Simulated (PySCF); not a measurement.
Si(OMe)(SiH3) (CH₆OSi₂), SMILES CO[Si][SiH3] (connectivity only; charge and spin as stated), neutral, multiplicity 1.

The structure is a stationary point at B3LYP-D3(BJ)/def2-SVP. The structure was generated by enumeration; whether it is a known compound was not checked. Other conformers were not sampled.

Two levels are set side by side: TDDFT-PBE/def2-SVPD (PySCF) and TDDFT-M06-2X/def2-SVPD (PySCF). Vertical, same geometry. The lowest singlet is HOMO→LUMO 100 % with PBE and HOMO→LUMO 101 % with the other functional; states are paired by order. Differences are taken from unrounded values.

```json
[
 {"quantity": "lowest singlet excitation (eV)", "TDDFT-M06-2X": "2.08", "TDDFT-PBE": "2.20", "TDDFT-PBE minus TDDFT-M06-2X": "0.12"},
 {"quantity": "lowest triplet excitation (TDA) (eV)", "TDDFT-M06-2X": "1.41", "TDDFT-PBE": "1.34", "TDDFT-PBE minus TDDFT-M06-2X": "-0.07"},
 {"quantity": "first bright state (f over 0.05) (eV)", "TDDFT-M06-2X": "4.82", "TDDFT-PBE": "5.18", "TDDFT-PBE minus TDDFT-M06-2X": "0.36"},
 {"quantity": "its oscillator strength", "TDDFT-M06-2X": "0.09", "TDDFT-PBE": "0.08", "TDDFT-PBE minus TDDFT-M06-2X": "-0.01"}
]
```

Rough cost on one machine, each run with all the roots and properties that it gave: TDDFT-M06-2X against TDDFT-PBE about 20 times.
